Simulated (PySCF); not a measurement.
**Energy of Tl⁺ (thallium, charge +1) between two integer charges**

The 6s beta orbital of [Xe] 4f14 5d10 6s2 is emptied in steps (occupation f), with all orbitals relaxed, ending at [Xe] 4f14 5d10 6s1. All numbers are calculated (PySCF 2.14, a scalar-relativistic core potential, in aug-cc-pVDZ-PP with ECP60MDF (5s4p3d, 32 functions)). The exact energy is a straight line in f; departures are measured from the line between the end points of the same method.

| f | UHF (eV) | LDA (eV) | PBE (eV) | PBE0 (eV) | r2SCAN (eV) | LC-wPBE (eV) | BHandHLYP (eV) | wB97X (eV) | TPSS (eV) | r2SCAN0 (eV) |
| --- | --- | --- | --- | --- | --- | --- | --- | --- | --- | --- |
| 1 | 0.000 | 0.000 | 0.000 | 0.000 | 0.000 | 0.000 | 0.000 | 0.000 | 0.000 | 0.000 |
| 0.75 | 0.063 | -0.808 | -0.798 | -0.576 | -0.725 | -0.067 | -0.381 | -0.154 | -0.774 | -0.525 |
| 0.5 | 0.081 | -1.081 | -1.069 | -0.771 | -0.968 | -0.091 | -0.511 | -0.205 | -1.038 | -0.700 |
| 0.25 | 0.059 | -0.813 | -0.806 | -0.580 | -0.727 | -0.071 | -0.387 | -0.151 | -0.784 | -0.524 |
| 0 | 0.000 | 0.000 | 0.000 | 0.000 | 0.000 | 0.000 | 0.000 | 0.000 | 0.000 | 0.000 |

Problem. For LC-wPBE, how does the orbital energy at f = 1 compare with the removal energy?

Solution. −ε = 19.560 eV against a total-energy difference of 19.919 eV. By Janak's theorem ε = ∂E/∂f, so the gap between them reflects the curvature. Along the path −ε is 19.735 (f = 0.75), 19.911 (f = 0.5), 20.096 (f = 0.25) eV.

```json
{"method": "UHF", "E(f=0) − E(f=1) (eV)": "18.372", "−ε at f=1 (eV)": "18.717", "−ε at f=0.5 (eV)": "18.362"}
{"method": "LDA", "E(f=0) − E(f=1) (eV)": "20.950", "−ε at f=1 (eV)": "16.659", "−ε at f=0.5 (eV)": "20.936"}
{"method": "PBE", "E(f=0) − E(f=1) (eV)": "20.491", "−ε at f=1 (eV)": "16.257", "−ε at f=0.5 (eV)": "20.470"}
{"method": "PBE0", "E(f=0) − E(f=1) (eV)": "20.177", "−ε at f=1 (eV)": "17.115", "−ε at f=0.5 (eV)": "20.166"}
{"method": "r2SCAN", "E(f=0) − E(f=1) (eV)": "20.322", "−ε at f=1 (eV)": "16.474", "−ε at f=0.5 (eV)": "20.321"}
{"method": "LC-wPBE", "E(f=0) − E(f=1) (eV)": "19.919", "−ε at f=1 (eV)": "19.560", "−ε at f=0.5 (eV)": "19.911"}
{"method": "BHandHLYP", "E(f=0) − E(f=1) (eV)": "19.936", "−ε at f=1 (eV)": "17.918", "−ε at f=0.5 (eV)": "19.920"}
{"method": "wB97X", "E(f=0) − E(f=1) (eV)": "20.108", "−ε at f=1 (eV)": "19.294", "−ε at f=0.5 (eV)": "20.113"}
{"method": "TPSS", "E(f=0) − E(f=1) (eV)": "20.272", "−ε at f=1 (eV)": "16.164", "−ε at f=0.5 (eV)": "20.246"}
{"method": "r2SCAN0", "E(f=0) − E(f=1) (eV)": "20.133", "−ε at f=1 (eV)": "17.340", "−ε at f=0.5 (eV)": "20.137"}
```

Reference removal energy between the ground levels: 20.428 eV (measured; NIST Atomic Spectra Database, ionization energies). UHF lacks correlation.
